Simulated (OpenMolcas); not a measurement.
# neutral oxygen: from CASSCF to CASPT2

```json
{
 "Program": "OpenMolcas 26.06",
 "Basis": "ANO-L-VTZP [4s3p2d1f]",
 "Scalar Hamiltonian": "non-relativistic, point nucleus",
 "Active space": "6 electrons in 4 orbitals (2s 2p)",
 "State averaging": "2S+1 = 3 even, 3 roots; 2S+1 = 1 even, 6 roots",
 "Spin-orbit coupling": "RASSI with atomic mean-field integrals over the reference wave functions, term energies averaged over their components"
}
```

Methods on the same reference wave functions:
A. CASSCF
B. SS-CASPT2, IPEA 0.25 Eh, imaginary shift 0.1 Eh (closed shells correlated: 1s)

Energies in cm⁻¹ above 2s² 2p⁴ ³P₂, the measured ground level; measured values from NIST Handbook of Basic Atomic Spectroscopic Data.

```json
{"Level": "2s² 2p⁴ ³P₂", "A": "0.0", "B": "0.0", "Measured": "0.0"}
{"Level": "2s² 2p⁴ ³P₁", "A": "149", "B": "149", "Measured": "158"}
{"Level": "2s² 2p⁴ ³P₀", "A": "222", "B": "222", "Measured": "227"}
{"Level": "2s² 2p⁴ ¹D₂", "A": "17708", "B": "15870", "Measured": "15868"}
{"Level": "2s² 2p⁴ ¹S₀", "A": "31986", "B": "33430", "Measured": "33793"}
```

Deviations, from unrounded energies. A percentage is the sum of absolute deviations over the sum of measured energies, with the sign that they share, or ± where signs differ.

```tsv
Against measurement	Levels	A	B
mean absolute deviation (cm-1)	4	920	94
fine structure of the ground term (%)	2	-3.8	-3.8
other terms of the ground configuration (%)	2	±7.3	±0.7
```

B lies closest to measurement on these levels. The largest miss of B in the table is 2s² 2p⁴ ¹S₀, by -360 cm-1. The ranking rests on the paired levels alone, and a cruder setting can come out closer through cancelling errors.

From A to B the spin-free energies of the other terms of 2s² 2p⁴ shown, above ³P, scale by factors of 0.90 to 1.05.

The lowest spin-free term lies below A's lowest term by 0.154 hartree in B.

CASPT2 does not keep the components of a term degenerate, so their means are used; among the terms shown or strongly mixed into the levels shown the widest spread is 130 cm-1 (2s² 2p⁴ ¹D, B). Without dynamic correlation excited terms often stand tens of per cent too high (terms of higher spin than the ground term too low), and those without a measured partner can miss by more than the paired ones (holds for A). Computed and measured levels are paired by configuration, term and J; levels that our copy of the source lacks, or whose pairing is in doubt (as where it misses far off the trend of its configuration), stay unpaired and out of the deviations. Only configurations of the active space appear.
